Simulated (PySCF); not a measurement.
methyl ethyl ether (C3H8O), singlet, geometry from GFN2-xTB. Base run: DF-PBE0/6-31G** run with PySCF.

Here is a job for PySCF.
```python
from pyscf import gto, scf, dft

mol = gto.Mole()
mol.atom = '''
    O     0.022172   -0.706372   -0.008918
    C    -0.001910    0.703791    0.009063
    C     1.319408   -1.235776   -0.004276
    C    -1.449207    1.167504    0.002248
    H     0.515371    1.075025    0.908962
    H     0.531117    1.097999   -0.871671
    H     1.215575   -2.318745   -0.019167
    H     1.887160   -0.910900   -0.886220
    H     1.871403   -0.933890    0.895656
    H    -1.949854    0.799068   -0.888595
    H    -1.965443    0.776323    0.874298
    H    -1.492447    2.252984    0.015870
'''
mol.basis = '6-31g**'
mol.charge = 0
mol.spin = 0
mol.verbose = 4
mol.build()

mf = dft.RKS(mol)
mf.xc = 'pbe0'
mf = mf.density_fit(auxbasis='def2-universal-jkfit')
mf.kernel()
```

The job was repeated with other settings on one machine. Differences are taken from the largest grid of the series, which the next largest meets within 10 µEh (grids.atom_grid = (150, 974): -194.116472 Eh). The cheapest run took around 2.3 core-seconds (rough).

| setting | grid points | cost, times the cheapest (rough) | difference in total energy (µEh) |
|---|---|---|---|
| grids.atom_grid = (30, 110) | 29568 | 1 | 68 |
| grids.level = 1 | 40496 | 2 | -17 |
| grids.prune = dft.gen_grid.sg1_prune | 59880 | 2 | -36 |
| grids.prune = dft.gen_grid.treutler_prune | 115496 | 4 | 3 |
| grids.atom_grid = (75, 302) | 175144 | 4 | 3 |
| base | 134904 | 4 | 3 |
| grids.atom_grid = (99, 590) | 390888 | 10 | -1 |
| grids.level = 5 | 360232 | 10 | 0 |
| grids.level = 7 | 747568 | 20 | 0 |
| grids.atom_grid = (150, 974) | 977280 | 20 | reference |

Times come from a shared machine, hold the start-up and are rough.
